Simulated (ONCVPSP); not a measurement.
N, ONCV: configuration errors across variants

ONCVPSP 4.0.1 input, shortened (lines: element, Z, core and valence counts, functional; n l f; lmax; l rc ep ncon nbas qcut; lloc lpopt rc5 dvloc0; l nproj debl; icmod fcfact rcfact), PBE, scalar-relativistic:

```
  N 7.00    1    2        4      upf
    1    0    2.00
    2    0    1.00
    2    1    4.00
    1
    0    1.05    0.00    4    8    5.80
    1    1.30    0.00    4    8   11.20
    4    5    0.70    0.00
    0    2    1.90
    1    2    3.20
    3    5.75    1.60
```

All-electron excitation energies from the reference (eV): (1) 2s2 2p3 -11.507; (2) 2s2 2p2 2.084; (3) 2s2 2p1 30.937; (4) 2s2 2p0 78.019.

Errors AE − PS in meV (a dash: test not solved or not reliable):

```csv
change,(1),(2),(3),(4),bound ghosts,GHOST(+) flags above zero
base,+9.6,+32,+116,+362,none,none
"core correction Teter function, fcfact 5.75, rcfact 0.94",+13,+48,+183,+623,none,none
"core correction Teter function, fcfact 5.75, rcfact 1.44",+11,+38,+144,+468,none,none
"core correction Teter function, fcfact 5.75, rcfact 1.84",+7.2,+24,+79,+212,none,none
"core correction Teter function, fcfact 5.75, rcfact 1.98",+5.9,+20,+60,+126,none,none
```

(1) Give the same row for: core correction Teter function, fcfact 5.75, rcfact 1.24.

## Answers

(1) +12, +45, +173, +580; bound ghosts: none; GHOST(+) flags above zero: none.
